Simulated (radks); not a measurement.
Question: Excited configurations of neutral iridium: one electron is placed in a higher orbital outside [Xe] 4f14 5d7 6s1. The ground configuration is [Xe] 4f14 5d7 6s2. All-electron calculation, Dirac Kohn-Sham, PBEsol, spin-unpolarised, spherical densities, point nucleus; open shells fill j = l - 1/2 first. Program: a radial shooting solver on a logarithmic mesh with Libxc functionals. Excitation = E - E(ground); binding = E(ion) - E, where the ion is the core of charge +1; n* = 1/sqrt(2 binding) in atomic units, and the quantum defect is n - n*.

outer orbital  excitation (eV)  binding (eV)     n*  quantum defect  eigenvalue (eV)  <r> (bohr)
5f5/2                    8.983         0.903  3.882           1.118           -0.428       17.44
6p1/2                    4.834         5.052  1.641           4.359           -2.391       3.932
6d3/2                    8.316         1.570  2.943           3.057           -0.711       10.33
7s1/2                    7.285         2.601  2.287           4.713           -1.521       8.219
7p1/2                    8.010         1.876  2.693           4.307           -1.053       10.57
7d3/2                    8.904         0.983  3.721           3.279           -0.546       19.54
7f5/2                    9.436         0.451  5.495           1.505           -0.281       44.31

Estimate the row for 6f5/2.

Answer: excitation (eV) 9.263; binding (eV) 0.623; n* 4.673; quantum defect 1.327; eigenvalue (eV) -0.360; <r> (bohr) 29.54. The Delta-SCF ionisation energy is 9.886 eV (NIST Atomic Spectra Database: 8.967 eV, measured). Self-interaction in the functional shifts the binding energies and quantum defects, so they are the method's values and not measured ones. Spin polarisation and multiplet splitting are left out, so open shells lie too high by an amount that depends on their filling.

Beside tabulated values, note that spin-unpolarised runs miss the spin-polarisation part of the exchange energy of open shells.
